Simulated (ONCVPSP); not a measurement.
# Cutoff test, germanium (Ge), ONCV

| Property | Result |
| --- | --- |
| Element | germanium |
| Generator | ONCVPSP 4.0.1 |
| Type | optimised norm-conserving Vanderbilt (ONCV) |
| Functional | PBE |
| Relativity | scalar-relativistic |
| Frozen core | [Ar] 3d10 |
| Valence charge | 4 |
| Reference configuration | 4s2 4p1.5 (charge +0.5) |
| Partial waves | 4s: rc 1.40 bohr, ncon 5, nbas 9, qcut 5.2 1/bohr, 2 projectors, debl 3.9 Ha; 4p: rc 2.35 bohr, ncon 4, nbas 7, qcut 3.2 1/bohr, 1 projector |
| Local potential | polynomial inside 0.90 bohr (lpopt 5, dvloc0 0 Ha) |
| Core correction | Teter function, fcfact 3.5, rcfact 1.4 |

Q: For each optimised wave give the share of its norm inside rc, the residual kinetic energy above qcut (Ha) and the cutoffs (Ha) for errors of 10, 1, 0.1 and 0.01 mHa per electron.

A:

```json
{"wave": "4s", "norm inside rc": "0.180", "residual KE": "5.7e-03", "10 mHa": "6.2", "1 mHa": "91.7", "0.1 mHa": "114.3", "0.01 mHa": "127.3"}
{"wave": "s projector 2", "norm inside rc": "0.084", "residual KE": "2.1e-03", "10 mHa": "11.3", "1 mHa": "15.2", "0.1 mHa": "122.7", "0.01 mHa": "151.6"}
{"wave": "4p", "norm inside rc": "0.432", "residual KE": "3.8e-04", "10 mHa": "1.9", "1 mHa": "2.9", "0.1 mHa": "16.3", "0.01 mHa": "25.6"}
```

The occupied waves need 92 Ha and 114 Ha for 1 and 0.1 mHa. Note: ghosts flagged at negative energy: s at -113.9 eV; GHOST(+) flagged for p at 11.8 eV. A true bound ghost makes a file unfit for plane-wave use.
